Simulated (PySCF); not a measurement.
# Sc⁹⁺ (scandium, charge +9): Hartree-Fock from Schrödinger to Dirac-Coulomb-Breit

Occupied: 1s1/2, 2s1/2, 2p1/2, 2p3/2, 3s1/2. Hartree-Fock calculated with PySCF 2.14 in an uncontracted even-tempered set (18 s from 0.22 bohr⁻², ratio 2.7; 13 p from 0.27 bohr⁻², ratio 2.7), Gaussian nucleus throughout. NR is non-relativistic, sf-X2C the spin-free one-electron X2C Hamiltonian, X2C adds the bare one-electron spin-orbit term, X2C-SNSO screens it by Boettger's factors, DC is four-component Dirac-Coulomb, and the Gaunt and Breit terms are added at first order (total energies over the DC spinors, levels after relaxing the spinors in that mean field). QED terms are absent. Levels marked empty are virtual spinors of this ion; the basis has s and p functions only, so 3d, which can lie below the n = 4 levels, is absent.

| Hamiltonian | E (hartree) | E − E(DC) (hartree) | CPU seconds |
| --- | --- | --- | --- |
| NR | -730.8441 | 3.6215 | 0.4 |
| sf-X2C | -734.3777 | 0.0880 | 0.15 |
| X2C | -734.3832 | 0.0824 | 0.19 |
| X2C-SNSO | -734.3822 | 0.0834 | 0.18 |
| DC | -734.4656 | 0.0000 | 8.6 |
| DC+Gaunt | -734.2279 | 0.2377 | 18 |
| DC+Breit | -734.2466 | 0.2191 | 93 |

Give the 3p spin-orbit interval with each Hamiltonian that has one.

X2C 0.8405; X2C-SNSO 0.7600; DC 0.7490; DC+Gaunt 0.7232; DC+Breit 0.7232 (eV).

| level (eV) | NR | sf-X2C | X2C | X2C-SNSO | DC | DC+Gaunt | DC+Breit |
| --- | --- | --- | --- | --- | --- | --- | --- |
| 1s1/2 | -4722.3 | -4747.9 | -4747.9 | -4747.9 | -4749.5 | -4745.6 | -4745.8 |
| 2s1/2 | -714.69 | -719.97 | -719.96 | -719.96 | -720.10 | -719.84 | -719.85 |
| 2p1/2 | -622.34 | -623.06 | -626.71 | -626.36 | -626.37 | -625.91 | -625.96 |
| 2p3/2 | -622.34 | -623.06 | -621.27 | -621.44 | -621.52 | -621.21 | -621.26 |
| 3s1/2 | -221.95 | -223.03 | -223.03 | -223.03 | -223.05 | -223.00 | -223.01 |
| 3p1/2 (empty) | -178.65 | -178.85 | -179.41 | -179.36 | -179.35 | -179.28 | -179.29 |
| 3p3/2 (empty) | -178.65 | -178.85 | -178.57 | -178.60 | -178.61 | -178.56 | -178.57 |
| 4s1/2 (empty) | -96.165 | -96.512 | -96.512 | -96.512 | -96.518 | -96.503 | -96.505 |

Weight of the small component: 1s1/2 0.00565, 2s1/2 0.00100, 2p1/2 0.000960, 2p3/2 0.000952, 3s1/2 0.000261, 3p1/2 0.000231, 3p3/2 0.000230, 4s1/2 0.000104.

Koopmans' value for the highest occupied level at DC+Breit: 223.01 eV, against an ionisation energy of 225.18 ± 0.05 eV (semi-empirical (NIST evaluation); NIST Atomic Spectra Database, ionization energies); the former lacks relaxation, correlation, QED and recoil.

The whole ladder took 130 s of wall time on 1 thread of Intel(R) Xeon(R) Platinum 8375C CPU @ 2.90GHz (shared host), launched as `OMP_NUM_THREADS=1 python relrun2.py TASK.json OUT` (a driver that calls PySCF for each Hamiltonian).
